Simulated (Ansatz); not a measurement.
Steps of a relaxation of CH3BClFOSi (`FB1OC1[SiH2]Cl`) with RKS PBE0-D4/def2-TZVP.

```sh
$ ansatz run in.yaml --threads 4 --pin off --events-out ev --progress --plain --max-ram 10444MiB
```

```yaml
crystal:
  periodic: [false, false, false]
  atoms:
    - {symbol: F, position_ang: [1.691873, -2.400898, 0.337576]}
    - {symbol: B, position_ang: [1.304278, -1.194256, -0.020215]}
    - {symbol: O, position_ang: [1.773974, 0.052522, 0.016639]}
    - {symbol: C, position_ang: [0.343682, -0.176775, -0.627078]}
    - {symbol: Si, position_ang: [-1.060001, 0.618548, 0.333483]}
    - {symbol: Cl, position_ang: [-1.130193, 2.675687, 0.017046]}
    - {symbol: H, position_ang: [0.375083, -0.005409, -1.721533]}
    - {symbol: H, position_ang: [-2.353701, 0.027840, -0.148430]}
    - {symbol: H, position_ang: [-0.856395, 0.356441, 1.795312]}
basis:
  gaussian: {orbitals: def2-TZVP}
hamiltonian: {xc: pbe0, dispersion: d4}
relax: {f_tol: 0.005, max_steps: 150}
```

Positions (Å) and forces (eV/Å) along the path, 8 of 8 steps:

```xyz
9
step=1 energy=-26918.0427 eV
F     1.692   -2.401    0.338   -0.206    0.616   -0.187
B     1.304   -1.194   -0.020    0.111    0.201    0.008
O     1.774    0.053    0.017   -0.565   -0.550   -0.196
C     0.344   -0.177   -0.627    0.336    0.012   -0.060
Si   -1.060    0.619    0.333    0.011    0.108   -0.036
Cl   -1.130    2.676    0.017    0.029   -0.570    0.091
H     0.375   -0.005   -1.722    0.026   -0.090    0.609
H    -2.354    0.028   -0.148    0.301    0.163    0.097
H    -0.856    0.356    1.795   -0.044    0.110   -0.326
9
step=2 energy=-26918.0809 eV
F     1.683   -2.386    0.329   -0.079    0.230   -0.069
B     1.296   -1.187   -0.023    0.066    0.050   -0.015
O     1.759    0.054    0.017   -0.298   -0.213   -0.090
C     0.340   -0.178   -0.624    0.218    0.019    0.099
Si   -1.056    0.607    0.333    0.046   -0.007   -0.050
Cl   -1.119    2.635    0.019    0.007   -0.017   -0.004
H     0.378   -0.001   -1.704   -0.017   -0.044    0.173
H    -2.340    0.035   -0.150    0.073    0.006    0.042
H    -0.853    0.375    1.785   -0.015   -0.023   -0.086
9
step=3 energy=-26918.0858 eV
F     1.681   -2.378    0.323    0.007   -0.010   -0.006
B     1.292   -1.184   -0.025   -0.009   -0.037    0.032
O     1.747    0.056    0.020   -0.067    0.006   -0.061
C     0.339   -0.177   -0.618    0.080    0.054    0.088
Si   -1.052    0.612    0.331    0.015   -0.061   -0.021
Cl   -1.110    2.637    0.013   -0.001    0.015    0.000
H     0.374   -0.006   -1.692    0.002    0.009   -0.049
H    -2.328    0.030   -0.145   -0.028    0.008   -0.011
H    -0.853    0.363    1.775    0.001    0.016    0.028
9
step=4 energy=-26918.0865 eV
F     1.681   -2.378    0.324    0.007   -0.006    0.003
B     1.292   -1.184   -0.024    0.001   -0.051    0.004
O     1.749    0.056    0.015   -0.035    0.022   -0.018
C     0.342   -0.174   -0.616    0.039    0.032    0.027
Si   -1.053    0.609    0.331    0.004   -0.007   -0.006
Cl   -1.111    2.635    0.014   -0.003    0.012    0.000
H     0.374   -0.006   -1.692   -0.009   -0.001   -0.014
H    -2.331    0.031   -0.146   -0.001   -0.001   -0.004
H    -0.854    0.366    1.777   -0.003    0.002    0.008
9
step=5 energy=-26918.0867 eV
F     1.683   -2.380    0.323    0.004    0.008    0.001
B     1.293   -1.185   -0.024   -0.004   -0.034    0.001
O     1.748    0.055    0.013    0.005    0.010   -0.001
C     0.343   -0.174   -0.615    0.004    0.015   -0.005
Si   -1.052    0.609    0.331   -0.008    0.009    0.001
Cl   -1.112    2.636    0.016    0.002   -0.005    0.000
H     0.373   -0.008   -1.692   -0.007   -0.001    0.006
H    -2.330    0.032   -0.149    0.007   -0.001    0.000
H    -0.857    0.368    1.779   -0.002   -0.001   -0.004
9
step=6 energy=-26918.0867 eV
F     1.684   -2.380    0.323    0.005    0.004    0.002
B     1.293   -1.186   -0.024   -0.009   -0.007   -0.006
O     1.749    0.055    0.011    0.007    0.001    0.002
C     0.344   -0.173   -0.614   -0.001   -0.003   -0.002
Si   -1.052    0.610    0.331    0.000    0.007    0.002
Cl   -1.112    2.637    0.016    0.000   -0.002    0.000
H     0.371   -0.009   -1.691   -0.002    0.001    0.003
H    -2.329    0.032   -0.150    0.003   -0.001   -0.001
H    -0.859    0.368    1.779   -0.002    0.000   -0.001
9
step=7 energy=-26918.0867 eV
F     1.688   -2.379    0.324   -0.008    0.004   -0.004
B     1.293   -1.186   -0.024    0.019   -0.008    0.009
O     1.750    0.054    0.009   -0.006   -0.002   -0.001
C     0.343   -0.174   -0.613   -0.002    0.007   -0.008
Si   -1.052    0.610    0.332   -0.005   -0.001    0.002
Cl   -1.110    2.637    0.018    0.001    0.000    0.000
H     0.368   -0.010   -1.690   -0.001   -0.002    0.002
H    -2.328    0.033   -0.153    0.001    0.001    0.000
H    -0.863    0.368    1.780    0.001    0.000    0.000
9
step=8 energy=-26918.0867 eV
F     1.686   -2.379    0.324   -0.001    0.000    0.000
B     1.294   -1.186   -0.024    0.002    0.001    0.001
O     1.750    0.054    0.009    0.000    0.000   -0.001
C     0.343   -0.173   -0.613   -0.001   -0.001    0.001
Si   -1.052    0.610    0.332    0.000    0.000    0.000
Cl   -1.110    2.637    0.017    0.000    0.001    0.000
H     0.368   -0.010   -1.690    0.000    0.001    0.000
H    -2.328    0.033   -0.152    0.000    0.000    0.000
H    -0.862    0.368    1.780    0.000    0.000    0.000
```

Hardware: 4 threads of an Arm Neoverse V1 on a shared host. Wall time 39 s, peak host memory 0.61 GiB.
